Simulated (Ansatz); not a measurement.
`C[SiH](Cl)[SbH2]` + `[AlH3]` → `C[SiH]([AlH2])[SbH2]` + HCl at 700 K and 1 bar (formal exchange of groups at the Si–Cl bond).

Computed with Ansatz on PBE0-D4/def2-TZVP structures; ΔE is electronic, products minus reactants. CCSD(T)/CBS adds triple-zeta CCSD(T) − MP2 to the extrapolated MP2 energy (def2 sets, frozen cores). This one scheme is used for every species. Elements past krypton have def2 core potentials. For Sb outer-core shells are correlated without core-valence functions, which leaves a few kJ/mol of doubt a bond.

```
               species  CCSD(T)/CBS energy (Eh)  H − E (kJ/mol)  S (J/(mol·K))
    `C[SiH](Cl)[SbH2]`              -1030.59494           241.5          497.7
              `[AlH3]`               -243.78045            80.2          251.4
`C[SiH]([AlH2])[SbH2]`               -813.96603           289.3          532.3
                   HCl               -460.38127            38.4          211.8
```

H − E and S are ideal-gas, rigid-rotor, harmonic terms from PBE0-D4/def2-TZVP, for one conformer and one mirror image of each species. 1 Eh = 2625.50 kJ/mol, R = 8.31446 J/(mol·K).

By hand: ΔE, ΔH, ΔS and ΔG.

ΔE = (-813.96603) + (-460.38127) − (-1030.59494) − (-243.78045) = 0.02809 Eh = 73.8 kJ/mol. Δ(H − E) = 289.3 + 38.4 − 241.5 − 80.2 = 6.0, so ΔH = 79.8 kJ/mol. ΔS = 532.3 + 211.8 − 497.7 − 251.4 = -5.0 J/(mol·K). ΔG = 79.8 − 700 × (-5.0)/1000 = 83.3 kJ/mol.

By hand: the equilibrium constant, and the temperature at which ΔG would vanish if ΔH and ΔS stayed fixed.

log₁₀ K = −ΔG/(RT ln 10) = -6.2. ΔH and −TΔS have one sign here, so there is no such temperature.

The number of gas molecules stays the same, so ΔS is small and ΔH decides. A doubt of 5 kJ/mol in ΔE shifts log₁₀ K by 0.4 here. Other conformers and mirror images would add mixing entropy, several J/(mol·K) or more a flexible species. These are equilibria of isolated gas molecules and say nothing of rates. Largest T1 diagnostic: 0.014 (customary marks: 0.02 for closed shells, 0.045 for open ones).

ΔS is within the doubt of such terms, so its sign, and with it that verdict, could turn.
